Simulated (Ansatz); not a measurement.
Program: Ansatz. Geometries: PBE0-D4/def2-TZVP. ΔE: electronic, gas phase. CCSD(T)/CBS adds triple-zeta CCSD(T) − MP2 to the extrapolated MP2 energy (def2 sets, frozen cores). Functionals use def2-TZVPP. B3LYP here is the variant with VWN-RPA as its local correlation; programs differ in this. Each species was taken in one conformer, which may not be the lowest.

`OC1=C[SiH]1S` → `O=CC([SiH3])=S`  (isomerisation)

Q: Is it downhill or uphill in electronic energy at CCSD(T)/CBS, and by how much? (Estimate.)

A: Computed: Uphill: ΔE = +0.36 eV.

Q: What do these levels give: r2SCAN-D4, ωB97M-V, PBE, r2SCAN, PBE0, B3LYP, HF/def2-TZVPP, MP2/def2-TZVPP, CCSD/def2-TZVPP, SCS-MP2/def2-QZVPP, MP2/CBS(def2), CCSD/CBS(def2)? (Estimate.)

A: The calculation gave: r2SCAN-D4 0.53, ωB97M-V 0.46, PBE 0.49, r2SCAN 0.53, PBE0 0.61, B3LYP 0.28, HF/def2-TZVPP 0.20, MP2/def2-TZVPP 0.38, CCSD/def2-TZVPP 0.30, SCS-MP2/def2-QZVPP 0.28, MP2/CBS(def2) 0.48, CCSD/CBS(def2) 0.40 eV.

Largest T1 diagnostic among the species: 0.016.

From PBE to PBE0 (25 % exact exchange), in def2-TZVPP and without D4, ΔE moves by +0.12 eV. In def2-TZVPP, CCSD(T) changes the Hartree–Fock value by +0.05 eV (the triples alone add −0.04 eV) and MP2 by +0.18 eV.
